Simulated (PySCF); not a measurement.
Bonds (- single, = double, # triple, : aromatic): C1=C2 1.336 Å, C2-C3 1.491 Å, C3-Al4 1.946 Å, Al4-F5 1.662 Å, Al4-Cl6 2.091 Å. C1 carries H7, H8; C2 carries H9; C3 carries H10, H11. H8 is cis to C3; H7 is trans to C3.

Geometry: PBE0-D3(BJ)/def2-SVP; GIAO absolute shieldings from PySCF 2.14.0 with density-fitted response routines, gas phase, non-relativistic, averaged over equivalent atoms.

At LC-wPBE/pcSseg-2 (300 basis functions, 98 s wall time on 1 thread of an Arm Neoverse N1, shared host):
```json
{"atoms": "C2", "σ (ppm)": "37.4"}
{"atoms": "C1", "σ (ppm)": "58.8"}
{"atoms": "C3", "σ (ppm)": "174.1"}
{"atoms": "Al4", "σ (ppm)": "408.5"}
{"atoms": "F5", "σ (ppm)": "332.5"}
{"atoms": "Cl6", "σ (ppm)": "961.7"}
{"atoms": "H9", "σ (ppm)": "25.15"}
{"atoms": "H8", "σ (ppm)": "25.94"}
{"atoms": "H7", "σ (ppm)": "25.98"}
{"atoms": "H10/H11", "σ (ppm)": "29.72"}
```

Predict the values at BLYP/pcSseg-2 on the same geometry.

Answers


```tsv
atoms	σ at BLYP/pcSseg-2	change
C2	29.5	-7.9
C1	54.7	-4.1
C3	154.2	-19.9
Al4	392.7	-15.8
F5	301.1	-31.4
Cl6	908.1	-53.6
H9	25.32	+0.17
H8	26.23	+0.29
H7	26.31	+0.33
H10/H11	29.48	-0.24
```

The largest change is at Cl6 (chlorine bonded to Al). Cost: 300 basis functions, 80 s wall time on 1 thread of an Arm Neoverse N1, shared host. The order of the carbon signals is the same at both levels.
